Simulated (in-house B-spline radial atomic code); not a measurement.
Values are calculated unless marked as measured or tabulated.
**Correlation energy from the adiabatic connection: −V exp(−r²/w²), V = 3.05, w = 2.99**

Two electrons in a singlet, external potential −V exp(−r²/w²), V = 3.05, w = 2.99 (atomic units). Full CI in B-splines (partial waves to l = 8, correlation up to 0.6 % small) with the density held fixed gives W(λ) = <V_ee>_λ − U, and E_c is the integral of W(λ) − W(0) from 0 to 1.

```tsv
λ	W(λ) − W(0) (hartree)
0	0.00000
0.02	-0.00195
0.05	-0.00481
0.12	-0.01124
0.25	-0.02230
0.4	-0.03381
0.6	-0.04735
0.8	-0.05915
1	-0.06951
```

Problem. Integrate the table by the trapezoid rule.

Solution. The strips give -0.00002, -0.00010, -0.00056, -0.00218, -0.00421, -0.00812, -0.01065, -0.01287, which sum to -0.03870 hartree. The direct value, W(1) − W(0) + T_c with T_c = 0.03069, is -0.03881; the curve is convex, so chords lie above it and the trapezoids fall short in size by 0.28 %.

Problem. Now use only three numbers: W(0) = -0.60237, the initial slope W'(0) = -0.09803 (extrapolated from the first points) and the strong-coupling limit of the point-charge-plus-continuum model, W∞ = -0.83086. What do second-order theory and the interpolation W(λ) = W∞ + (W(0) − W∞)/√(1 + 2χλ) of Seidl, Perdew and Levy give?

Solution. Second order keeps the slope alone: E_c = W'(0)/2 = -0.04902, +26 % in size against -0.03881. Matching the slope fixes χ = W'(0)/(W∞ − W(0)) = -0.09803/(-0.22849) = 0.42903. Integrating, with s = √(1 + 2χ) = 1.363110, E_c = −(W(0) − W∞)(s − 1)/(s + 1) = −0.22849 × 0.363110/2.363110 = -0.03511 hartree, -9.5 % in size against the full result. At λ = 1 the formula gives W − W(0) = -0.06087 against -0.06951. Part of the miss can come from the model's W∞.
